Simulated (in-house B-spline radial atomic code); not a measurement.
A fraction x of an electron is removed from 4f in the cerium ion Ce²⁺, starting from [Xe] 4f2 and keeping the highest spin. All numbers are computed (scalar-relativistic (X2C) HSE06, spin-polarised, spherical fractional occupations; Fermi nucleus of rms radius 4.8771 fm) with a radial B-spline atomic code at the basis-set limit, not measured.

Caution: exact exchange at fractional occupations of open shells leaves self-interaction of up to several eV.

```json
{"x": "0", "E(x) - E(0) (eV)": "0.0000", "4f up level (eV)": "-12.374"}
{"x": "0.04", "E(x) - E(0) (eV)": "0.5053", "4f up level (eV)": "-12.894"}
{"x": "0.23", "E(x) - E(0) (eV)": "3.1953", "4f up level (eV)": "-15.445"}
{"x": "0.3", "E(x) - E(0) (eV)": "4.3105", "4f up level (eV)": "-16.417"}
{"x": "0.44", "E(x) - E(0) (eV)": "6.7478", "4f up level (eV)": "-18.412"}
{"x": "0.5", "E(x) - E(0) (eV)": "7.8788", "4f up level (eV)": "-19.286"}
{"x": "0.55", "E(x) - E(0) (eV)": "8.8615", "4f up level (eV)": "-20.023"}
{"x": "0.66", "E(x) - E(0) (eV)": "11.1543", "4f up level (eV)": "-21.669"}
{"x": "0.86", "E(x) - E(0) (eV)": "15.7945", "4f up level (eV)": "-24.749"}
{"x": "0.94", "E(x) - E(0) (eV)": "17.8248", "4f up level (eV)": "-26.011"}
{"x": "1", "E(x) - E(0) (eV)": "19.4141", "4f up level (eV)": "-26.968"}
```

The exact functional would give a straight line between the two integer points. Deviations E(x) - E(0) - x[E(1) - E(0)], in eV: -0.271 at x = 0.04, -1.27 at x = 0.23, -1.514 at x = 0.3, -1.794 at x = 0.44, -1.828 at x = 0.5, -1.816 at x = 0.55, -1.659 at x = 0.66, -0.902 at x = 0.86, -0.424 at x = 0.94.

The curve lies below the straight line by up to 1.828 eV (at x = 0.5): convex, the delocalisation error, to which spherically averaged exact exchange adds.

How well does Slater's transition state (minus the level at half occupation) give the ionisation energy?

It gives 19.286 eV against 19.414 eV from the two total energies; NIST lists 20.20 eV, ground level to ground level. The end point has an open shell averaged over its orbitals, so its exact exchange keeps a self-interaction and this is no true integer point.
